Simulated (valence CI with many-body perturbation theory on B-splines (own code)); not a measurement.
**Ge¹⁷⁺: calculated level list**

Calculated by valence CI with perturbative core correlation (CI+MBPT): five valence electrons over a frozen Dirac-Fock core [Ne], a basis of 9 s, 9 p, 8 d, 6 f, 3 g, 1 h functions for each j, with the one-electron correlation potential Σ1, the two-electron term Σ2, the three-electron term Σ3, Breit, model QED; selected CI, second order for the rest, scaled by the run's own slope (own B-spline code, finite nucleus).

No measured spectrum was set against this ion. As an estimate, levels of excited configurations hold to 0.05 to 0.15 % of their energy, terms of the ground configuration to about 0.5 %. Among the levels kept, up to 1600 cm⁻¹ of a level comes from second order outside the variational space, and about a tenth of that is noise between levels of different J, which matters for small intervals.

Levels 1 to 32 of 32, with energies above the lowest level, 3s2.3p3 4S°_3/2. "Leading %" is the weight of the configuration and term that name the level; weights of strongly mixed levels are sums over their largest components and can fall short, so below about 35 % the name and the second component can differ from the true leading terms, or belong to a minority configuration. In the jj column 3d3/2^4 stands for four electrons in 3d with j = 3/2.

```csv
No.,Configuration,Term,J,E (cm⁻¹),Leading %,g,Second component,Leading jj
1,3s2.3p3,4S°,3/2,0,83,1.886,11 % 3s2.3p3 2P°,3s^2 3p1/2^2 3p3/2 (57 %)
2,3s2.3p3,2D°,3/2,56437,72,0.999,15 % 3s2.3p3 2P°,3s^2 3p1/2 3p3/2^2 (63 %)
3,3s2.3p3,2D°,5/2,73875,97,1.199,,3s^2 3p1/2 3p3/2^2 (97 %)
4,3s2.3p3,2P°,1/2,112690,96,0.664,,3s^2 3p1/2 3p3/2^2 (96 %)
5,3s2.3p3,2P°,3/2,142650,70,1.246,22 % 3s2.3p3 2D°,3s^2 3p3/2^3 (88 %)
6,3s.3p4,4P,5/2,407340,85,1.580,9 % 3s2.3p2.3d 4P,3s 3p1/2^2 3p3/2^2 (75 %)
7,3s.3p4,4P,3/2,436590,85,1.705,10 % 3s2.3p2.3d 4P,3s 3p1/2 3p3/2^3 (67 %)
8,3s.3p4,4P,1/2,445960,83,2.629,10 % 3s2.3p2.3d 4P,3s 3p1/2^2 3p3/2^2 (37 %)
9,3s.3p4,2D,3/2,505830,68,0.865,19 % 3s2.3p2.3d 2D,3s 3p1/2 3p3/2^3 (42 %)
10,3s.3p4,2D,5/2,516400,73,1.217,19 % 3s2.3p2.3d 2D,3s 3p1/2 3p3/2^3 (67 %)
11,3s2.3p2.3d,2P,3/2,573470,48,1.279,38 % 3s.3p4 2P,3s 3p1/2 3p3/2^3 (37 %)
12,3s.3p4,2S,1/2,579790,34,1.264,28 % 3s.3p4 2P,3s 3p1/2^2 3p3/2^2 (35 %)
13,3s2.3p2.3d,4F,3/2,602050,84,0.488,6 % 3s2.3p2.3d 4D,3s^2 3p1/2^2 3d3/2 (52 %)
14,3s2.3p2.3d,4F,5/2,614040,78,1.087,15 % 3s2.3p2.3d 4D,3s^2 3p1/2 3p3/2 3d3/2 (45 %)
15,3s.3p4,2S,1/2,623340,40,1.276,22 % 3s2.3p2.3d 2P,3s 3p3/2^4 (39 %)
16,3s2.3p2.3d,2F,5/2,632840,74,0.952,14 % 3s2.3p2.3d 4D,3s^2 3p1/2 3p3/2 3d3/2 (74 %)
17,3s2.3p2.3d,4F,7/2,633320,87,1.247,9 % 3s2.3p2.3d 4D,3s^2 3p1/2 3p3/2 3d5/2 (69 %)
18,3s2.3p2.3d,2F,7/2,646140,52,1.253,40 % 3s2.3p2.3d 4D,3s^2 3p1/2 3p3/2 3d5/2 (53 %)
19,3s2.3p2.3d,4D,1/2,649050,81,0.170,8 % 3s.3p4 2P,3s^2 3p1/2 3p3/2 3d3/2 (57 %)
20,3s2.3p2.3d,4D,3/2,649180,84,1.141,8 % 3s2.3p2.3d 4F,3s^2 3p1/2 3p3/2 3d3/2 (47 %)
21,3s2.3p2.3d,4F,9/2,652220,88,1.310,10 % 3s2.3p2.3d 2G,3s^2 3p1/2 3p3/2 3d5/2 (64 %)
22,3s2.3p2.3d,4D,5/2,662610,61,1.223,22 % 3s2.3p2.3d 2F,3s^2 3p1/2 3p3/2 3d5/2 (56 %)
23,3s2.3p2.3d,4D,7/2,691380,47,1.268,35 % 3s2.3p2.3d 2F,3s^2 3p3/2^2 3d5/2 (76 %)
24,3s2.3p2.3d,2G,7/2,718740,83,0.930,11 % 3s2.3p2.3d 2F,3s^2 3p1/2 3p3/2 3d3/2 (33 %)
25,3s.3p4,2P,3/2,719300,42,1.264,40 % 3s2.3p2.3d 2P,3s^2 3p1/2 3p3/2 3d5/2 (36 %)
26,3s2.3p2.3d,2G,9/2,731410,88,1.133,10 % 3s2.3p2.3d 4F,3s^2 3p3/2^2 3d5/2 (64 %)
27,3s2.3p2.3d,4P,5/2,731720,76,1.550,7 % 3s.3p4 4P,3s^2 3p1/2 3p3/2 3d5/2 (46 %)
28,3s2.3p2.3d,4P,3/2,740930,65,1.556,10 % 3s2.3p2.3d 2P,3s^2 3p1/2 3p3/2 3d3/2 (40 %)
29,3s2.3p2.3d,4P,1/2,745030,58,2.140,14 % 3s2.3p2.3d 2P,3s^2 3p1/2 3p3/2 3d3/2 (61 %)
30,3s2.3p2.3d,2D,3/2,757970,67,0.983,14 % 3s2.3p2.3d 4P,3s^2 3p1/2 3p3/2 3d5/2 (39 %)
31,3s2.3p2.3d,2P,1/2,760800,38,1.139,32 % 3s.3p4 2P,3s^2 3p3/2^2 3d3/2 (44 %)
32,3s2.3p2.3d,2D,5/2,783090,78,1.211,11 % 3s.3p4 2D,3s^2 3p3/2^2 3d5/2 (26 %)
```

Names give the largest LS component (configuration and term), which can be under half, so a name can repeat, a term be missing and a line seem to break the LS rules; names also repeat where a configuration has a term twice.

The ionisation energy to 3s2.3p2 3P_0 of the next ion comes out as 656.46 eV (NIST: 662.8 ± 1.9 eV (semi-empirical), further off than twice its uncertainty). All 32 levels together are meant to be complete up to 791120 cm⁻¹.
